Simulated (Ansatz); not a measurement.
Ansatz (an electronic-structure program) input (HF/6-31G*):

Ansatz 0.2 input:
```yaml
crystal:
  periodic: [false, false, false]
  atoms:
    - {symbol: C, position_ang: [1.34411100, -0.99135500, 0.56938700]}
    - {symbol: B, position_ang: [-0.00755700, -0.27908600, 0.16143500]}
    - {symbol: C, position_ang: [-1.39620100, -0.93223800, 0.54330300]}
    - {symbol: S, position_ang: [0.03368000, 1.24374700, -0.71943800]}
    - {symbol: H, position_ang: [1.36292700, -1.99767200, 0.13875500]}
    - {symbol: H, position_ang: [2.25327900, -0.47338600, 0.26712300]}
    - {symbol: H, position_ang: [1.36741600, -1.11997800, 1.65630200]}
    - {symbol: H, position_ang: [-1.44570700, -1.05929000, 1.62952500]}
    - {symbol: H, position_ang: [-1.45019700, -1.93698300, 0.11197800]}
    - {symbol: H, position_ang: [-2.27627100, -0.37566900, 0.22400700]}
basis:
  gaussian:
    orbitals: 6-31G*
hamiltonian:
  xc: {name: HF}
magnetization: {spin_polarized: true, initial_magnetization: 1}
relax: {f_tol: 0.003, max_steps: 120}
```

Output:

```
Functional definition: HF
integrals: 0.02 GiB planned
878 factors; integrals over basis functions are off by at most 3.8e-4 eV
mean field: 0.30 GiB planned
mean field evaluation 1: about -13642.7510 eV, gradient 1.8e1 eV
mean field evaluation 2: about -13642.8023 eV, gradient 1.8e1 eV
mean field evaluation 4: about -13645.1576 eV, gradient 2.2e0 eV
mean field evaluation 8: about -13645.2288 eV, gradient 2.9e-1 eV
mean field evaluation 16: about -13644.6409 eV, gradient 4.2e0 eV
mean field evaluation 32: about -13644.6422 eV, gradient 4.2e0 eV
mean field -13645.23055553 eV, -501.4529738463 hartree, gradient 2.6e-5 eV, S^2 0.759631; 3 other end points of the search recorded, 0 dependent functions left out
the calculation of the forces begins
reference -13645.23055553 eV, -501.4529738463 hartree; 20, 19 occupied and 56, 57 virtual orbitals, 878 factors
relax step   1: F+E_penalty+E_count = -13645.23055553 eV  Δ(F+E_penalty+E_count) = +0.000e0 eV  max|allowed force component| = 8.589e-1 eV/Å  Δτ_max = 0.0000 Å  (147 SCF iters, accepted)
these checks for a lower state are left out or cut short: starts, cluster_reference, orbital_swaps, neighbouring_geometries, increment
integrals: 0.02 GiB planned
878 factors; integrals over basis functions are off by at most 3.8e-4 eV
mean field: 0.30 GiB planned
mean field evaluation 64: about -13645.1861 eV, gradient 7.8e-1 eV
mean field -13645.25092919 eV, -501.4537225644 hartree, gradient 3.0e-5 eV, S^2 0.759543; 0 other end points of the search recorded, 0 dependent functions left out
the calculation of the forces begins
reference -13645.25092919 eV, -501.4537225644 hartree; 20, 19 occupied and 56, 57 virtual orbitals, 878 factors
relax step   2: F+E_penalty+E_count = -13645.25092919 eV  Δ(F+E_penalty+E_count) = -2.037e-2 eV  max|allowed force component| = 4.309e-1 eV/Å  Δτ_max = 0.0207 Å  (47 SCF iters, accepted)
these checks for a lower state are left out or cut short: starts, cluster_reference, orbital_swaps, neighbouring_geometries, increment
integrals: 0.02 GiB planned
878 factors; integrals over basis functions are off by at most 3.7e-4 eV
mean field: 0.30 GiB planned
mean field -13645.25687497 eV, -501.4539410678 hartree, gradient 3.4e-5 eV, S^2 0.759430; 0 other end points of the search recorded, 0 dependent functions left out
the calculation of the forces begins
reference -13645.25687497 eV, -501.4539410678 hartree; 20, 19 occupied and 56, 57 virtual orbitals, 878 factors
relax step   3: F+E_penalty+E_count = -13645.25687497 eV  Δ(F+E_penalty+E_count) = -5.946e-3 eV  max|allowed force component| = 7.061e-2 eV/Å  Δτ_max = 0.0108 Å  (47 SCF iters, accepted)
these checks for a lower state are left out or cut short: starts, cluster_reference, orbital_swaps, neighbouring_geometries, increment
integrals: 0.02 GiB planned
878 factors; integrals over basis functions are off by at most 3.7e-4 eV
mean field: 0.30 GiB planned
mean field -13645.25701921 eV, -501.4539463685 hartree, gradient 1.4e-5 eV, S^2 0.759409; 0 other end points of the search recorded, 0 dependent functions left out
the calculation of the forces begins
reference -13645.25701921 eV, -501.4539463685 hartree; 20, 19 occupied and 56, 57 virtual orbitals, 878 factors
relax step   4: F+E_penalty+E_count = -13645.25701921 eV  Δ(F+E_penalty+E_count) = -1.442e-4 eV  max|allowed force component| = 1.392e-2 eV/Å  Δτ_max = 0.0030 Å  (46 SCF iters, accepted)
these checks for a lower state are left out or cut short: starts, cluster_reference, orbital_swaps, neighbouring_geometries, increment
integrals: 0.02 GiB planned
878 factors; integrals over basis functions are off by at most 3.7e-4 eV
mean field: 0.30 GiB planned
mean field -13645.25702653 eV, -501.4539466375 hartree, gradient 1.6e-5 eV, S^2 0.759407; 0 other end points of the search recorded, 0 dependent functions left out
the calculation of the forces begins
reference -13645.25702653 eV, -501.4539466375 hartree; 20, 19 occupied and 56, 57 virtual orbitals, 878 factors
relax step   5: F+E_penalty+E_count = -13645.25702653 eV  Δ(F+E_penalty+E_count) = -7.320e-6 eV  max|allowed force component| = 2.765e-3 eV/Å  Δτ_max = 0.0008 Å  (43 SCF iters, accepted)
integrals: 0.02 GiB planned
878 factors; integrals over basis functions are off by at most 3.7e-4 eV
mean field: 0.30 GiB planned
mean field evaluation 96: about -13642.8255 eV, gradient 1.8e1 eV
mean field evaluation 128: about -13644.3080 eV, gradient 2.9e0 eV
mean field -13645.25702653 eV, -501.4539466375 hartree, gradient 1.6e-5 eV, S^2 0.759407; 4 other end points of the search recorded, 0 dependent functions left out
the calculation of the forces begins
reference -13645.25702653 eV, -501.4539466375 hartree; 20, 19 occupied and 56, 57 virtual orbitals, 878 factors
Total energy: -13645.25702653 eV, -501.4539466375 hartree
Atom 0 at     1.354104    -0.996635     0.572411 Å, force    -0.002749     0.000349    -0.000193 eV/Å
Atom 1 at    -0.007822    -0.288855     0.167086 Å, force     0.000063     0.002328    -0.001346 eV/Å
Atom 2 at    -1.406468    -0.937081     0.546134 Å, force     0.002765     0.000230    -0.000141 eV/Å
Atom 3 at     0.034422     1.271138    -0.735283 Å, force    -0.000031    -0.001147     0.000664 eV/Å
Atom 4 at     1.387252    -1.997513     0.145067 Å, force     0.000524    -0.000705     0.000122 eV/Å
Atom 5 at     2.253147    -0.472889     0.266836 Å, force    -0.000114     0.000265    -0.000153 eV/Å
Atom 6 at     1.391712    -1.125432     1.652908 Å, force     0.000525    -0.000459     0.000548 eV/Å
Atom 7 at    -1.470147    -1.063693     1.625668 Å, force    -0.000555    -0.000436     0.000538 eV/Å
Atom 8 at    -1.474608    -1.935772     0.117826 Å, force    -0.000556    -0.000682     0.000112 eV/Å
Atom 9 at    -2.276112    -0.375179     0.223723 Å, force     0.000128     0.000259    -0.000150 eV/Å
Dipole moment:    -0.007425    -0.274186     0.158601 e Å
```

The geometry given is a B3LYP-D3(BJ)/def2-TZVP minimum.
